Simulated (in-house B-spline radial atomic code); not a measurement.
Successive ionisation energies of carbon; each step leads to the configuration of the next row (after the last: bare). Dirac energy differences include first-order Breit, QED and recoil terms. NIST's values go from ground level to ground level; the uncertainty of those that are theory runs from under 0.1 % in few-electron ions to several per cent in heavy many-electron ones. Computed with a radial B-spline atomic code at the basis-set limit: Dirac-Hartree-Fock, jj configuration that fills j = l - 1/2 first, finite nuclei.

A number in brackets counts the electrons of a j subshell.

```
ion      configuration  ionisation energy (eV)  tabulated value (eV)    tabulated kind  computed minus tabulated (eV)  highest orbital  largest mean radius (bohr)
  C  [He] 2s2 2p1/2(2)                     9.5              11.26029          measured                           -1.8            2p1/2                      1.7617
 C+  [He] 2s2 2p1/2(1)                    24.0              24.38314          measured                           -0.3            2p1/2                      1.4748
C2+           [He] 2s2                       ?                     ?          measured                              ?                ?                           ?
C3+           [He] 2s1                    64.4              64.49352          measured                           -0.1            2s1/2                      1.2793
C4+                1s2                       ?                     ?  tabulated theory                              ?                ?                           ?
C5+                1s1                   490.0              489.9932  tabulated theory                            0.0            1s1/2                     0.24984
```

Task: Fill in the row of C2+.

Result: ionisation energy (eV): 45.8; tabulated value (eV): 47.88778; computed minus tabulated (eV): -2.1; highest orbital: 2s1/2; largest mean radius (bohr): 1.3713.

Task: Fill in the row of C4+.

Result: ionisation energy (eV): 390.9; tabulated value (eV): 392.0906; computed minus tabulated (eV): -1.2; highest orbital: 1s1/2; largest mean radius (bohr): 0.2666.

Task: Where is the largest jump?

Result: From C3+ to C4+, by a factor of 6.07 (64.373 to 390.85 eV); the highest orbital goes from 2s1/2 to 1s1/2.

Task: How far is this level of theory from the measured and semi-empirical values?

Result: Over those 4 rows the differences run from -2.09 to -0.12 eV (mean absolute value 1.1 eV). The calculation leaves out correlation and, in open shells, the multiplet splittings that an average leaves out.
